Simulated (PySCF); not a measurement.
A geometry optimisation on `N[SiH2]C[SiH3]`.

Computed with PBE0-D3(BJ)/def2-SVP geometry optimisation, gas phase (PySCF 2.14.0). Start geometry: GFN2-xTB. The input is one job of a driver script: a line of settings, then coordinates in Å.

Command:
```bash
OMP_NUM_THREADS=1 python probes_run.py task.json out
```

Input:
```
{"job": {"xc": "PBE0", "basis": "def2-SVP", "d3": "d3bj", "grid": 1, "shake": 0.01, "kind": "geom"}, "charge": 0, "multiplicity": 1}
N     -1.762980     0.730300    -0.511550
Si    -1.140480    -0.804350    -0.160970
C      0.696690    -0.722390    -0.572270
Si     1.718480     0.690350     0.252900
H     -1.477370     1.228940    -1.355930
H     -2.770360     0.923210    -0.376280
H     -1.725210    -1.914440    -0.922080
H     -1.375430    -1.006780     1.261760
H      0.840780    -0.646730    -1.625580
H      1.162520    -1.672430    -0.262660
H      1.589190     0.579120     1.723080
H      3.103220     0.598070    -0.134150
H      1.146750     2.000230    -0.187840
```

Output:
```
step   0  E = -676.66738096  max force = 0.035263
step   1  E = -676.67384802  max force = 0.005076
step   2  E = -676.67413919  max force = 0.001665
step   3  E = -676.67423128  max force = 0.000999
step   4  E = -676.67431711  max force = 0.001417
step   5  E = -676.67445297  max force = 0.002238
step   6  E = -676.67457902  max force = 0.002405
step   7  E = -676.67466177  max force = 0.001397
step   8  E = -676.67470742  max force = 0.000834
step   9  E = -676.67471407  max force = 0.000480
step  10  E = -676.67471756  max force = 0.000152
optimisation converged
```

Energies in Eh; «max force» is the largest Cartesian gradient component in Eh/bohr.

**Question.** How much energy does the optimisation release, in eV?

**Answer.** E(step 0) − E(last step) = 0.007337 Eh, which is 0.200 eV.

**Question.** Give the first gradient maximum in eV/Å.

**Answer.** With 1 Eh/bohr = 51.422 eV/Å, 1.813 eV/Å.

In short: final energy -676.67472 Eh after 10 steps; dipole 1.45 D.

**Question.** Give the final coordinates.

**Answer.** 0.278 Å rms from the input after alignment:
```
atom  x, y, z in Å
N1    -1.6984    0.7982   -0.3522
Si2   -1.0956   -0.8244   -0.2125
C3     0.7411   -0.7914   -0.5975
Si4    1.6159    0.7008    0.1505
H5    -1.6078    1.2937   -1.2329
H6    -2.5710    1.0456    0.1011
H7    -1.7666   -1.8448   -1.0899
H8    -1.3325   -1.2340    1.2058
H9     0.9009   -0.7841   -1.6895
H10    1.2032   -1.7200   -0.2208
H11    1.2264    0.8874    1.5814
H12    3.1012    0.5130    0.0976
H13    1.2898    1.9444   -0.6105
```

Hardware: one thread, Arm Neoverse N1 (aarch64), on a shared host. Cost: 65 s, 0.46 GiB resident at most.
Labels such as C1 count atoms from 1, the log's own numbers from 0.
